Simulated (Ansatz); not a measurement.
`NC([SiH3])=S`, relaxed with RKS PBE0-D4/def2-TZVP in Ansatz 0.2.0 from a PBE-D4/def2-SVP geometry. The force threshold is 0.005 eV/Å; the program also tests the step.

Charge 0, multiplicity 1.

Start:

```xyz
9

N     1.450   -0.532   -0.307
C     0.151   -0.708    0.017
Si   -1.010    0.799    0.181
S    -0.547   -2.191    0.297
H     2.059   -1.353   -0.389
H     1.847    0.394   -0.472
H    -1.545    0.841    1.581
H    -2.125    0.654   -0.810
H    -0.278    2.096   -0.098
```

Q: How much energy does the relaxation release, and in how many steps? (Estimate.)

A: The calculation gave: 3.93 kJ/mol, in 5 steps.

Q: Which bonds change most? (An estimate is asked.)

A: The calculation gave: Si3–H9 from 1.515 to 1.495 Å; C2–S4 from 1.662 to 1.643 Å; Si3–H7 from 1.499 to 1.480 Å; Si3–H8 from 1.499 to 1.480 Å.

Q: Give the relaxed structure. (An estimate is asked.)

A: Computed: 
```xyz
9

N     1.427   -0.522   -0.302
C     0.144   -0.705    0.019
Si   -1.004    0.791    0.180
S    -0.537   -2.174    0.295
H     2.037   -1.322   -0.387
H     1.807    0.396   -0.464
H    -1.527    0.836    1.564
H    -2.100    0.652   -0.805
H    -0.248    2.049   -0.100
```
